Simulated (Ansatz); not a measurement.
Start from `C[O][In]([SH])[O][SiH3]` and change one atom or group to get `[SiH3][O][In]([SH])[O][SiH3]`.

Ansatz, PBE0-D4/def2-TZVP geometries, multiplicity 1. Each molecule was computed in one conformer, which needn't be the lowest.

Elements past krypton have def2 core potentials.

| property | `C[O][In]([SH])[O][SiH3]` |
| --- | --- |
| HOMO–LUMO gap (B3LYP/def2-TZVPP) / eV | 5.28 |
| HOMO energy (B3LYP/def2-TZVPP) / eV | -7.58 |
| LUMO energy (PBE0/def2-TZVPP) / eV | -2.01 |
| HOMO–LUMO gap (PBE/def2-TZVPP) / eV | 3.45 |
| HOMO–LUMO gap (ωB97M-V/def2-TZVPP) / eV | 9.99 |
| LUMO energy (ωB97M-V/def2-TZVPP) / eV | -0.14 |

Problem. What does the change do to each property? (An estimate is asked.)

Solution. The calculation gave: 
```
                               property  `[SiH3][O][In]([SH])[O][SiH3]`  shift
  HOMO–LUMO gap (B3LYP/def2-TZVPP) / eV                            5.41   0.13
    HOMO energy (B3LYP/def2-TZVPP) / eV                           -7.94  -0.36
     LUMO energy (PBE0/def2-TZVPP) / eV                           -2.23  -0.22
    HOMO–LUMO gap (PBE/def2-TZVPP) / eV                            3.79   0.34
HOMO–LUMO gap (ωB97M-V/def2-TZVPP) / eV                           10.03   0.04
  LUMO energy (ωB97M-V/def2-TZVPP) / eV                           -0.37  -0.23
```

With PBE0 the HOMO falls by 0.36 eV and the LUMO falls by 0.22 eV, so the gap widens by about 0.14 eV. PBE moves the HOMO by -0.57 eV and ωB97M-V by -0.27 eV.

B3LYP here is the variant with VWN-RPA as its local correlation; programs differ in this.
